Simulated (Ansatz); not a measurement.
Input file for Ansatz (an electronic-structure program): U-B3LYP/def2-TZVPP on ClH2Si (SMILES [SiH2]Cl), 2S+1 = 2, atoms moved off the minimum.

Ansatz 0.2 input:
```yaml
crystal:
  periodic: [false, false, false]
  atoms:
    - {symbol: Si, position_ang: [-1.01284575, 0.05069785, 0.31499016]}
    - {symbol: Cl, position_ang: [1.01254364, -0.00904111, -0.27192258]}
    - {symbol: H, position_ang: [-1.60727247, 1.17361111, -0.31278877]}
    - {symbol: H, position_ang: [-1.66068303, -1.21094670, -0.28799181]}
basis:
  gaussian:
    orbitals: def2-TZVPP
hamiltonian:
  xc: {name: B3LYP}
magnetization: {spin_polarized: true, initial_magnetization: 1}
output: {forces: true}
```

Program output:

```
Functional definition: B3LYP
[...]
integrals: 0.03 GiB planned
722 factors; their error is unknown
mean field: 0.41 GiB planned
mean field evaluation 1: about -20433.5811 eV, gradient 9.6e0 eV
mean field evaluation 2: about -20433.9176 eV, gradient 7.3e0 eV
mean field evaluation 4: about -20434.1405 eV, gradient 5.9e-1 eV
mean field evaluation 8: about -20434.1767 eV, gradient 8.7e-2 eV
mean field evaluation 16: about -20434.1768 eV, gradient 9.1e-6 eV
mean field -20434.17676185 eV, -750.9421452156 hartree, gradient 9.1e-6 eV, S^2 0.751904; 0 other end points of the search recorded, 0 dependent functions left out
the calculation of the forces begins
reference -20434.17697356 eV, -750.9421529956 hartree; 17, 16 occupied and 95, 96 virtual orbitals, 722 factors
Total energy: -20434.17697356 eV, -750.9421529956 hartree
Atom 0 at    -1.012846     0.050698     0.314990 Å, force     0.722343    -1.888162    -0.274943 eV/Å
Atom 1 at     1.012544    -0.009041    -0.271923 Å, force    -0.524413     0.067835     0.240606 eV/Å
Atom 2 at    -1.607272     1.173611    -0.312789 Å, force    -0.527925     1.199428    -0.465279 eV/Å
Atom 3 at    -1.660683    -1.210947    -0.287992 Å, force     0.329994     0.620899     0.499616 eV/Å
Dipole moment:    -0.280420     0.041293     0.101670 e Å
```

The run converged.

Cost: very roughly 3 core-seconds.
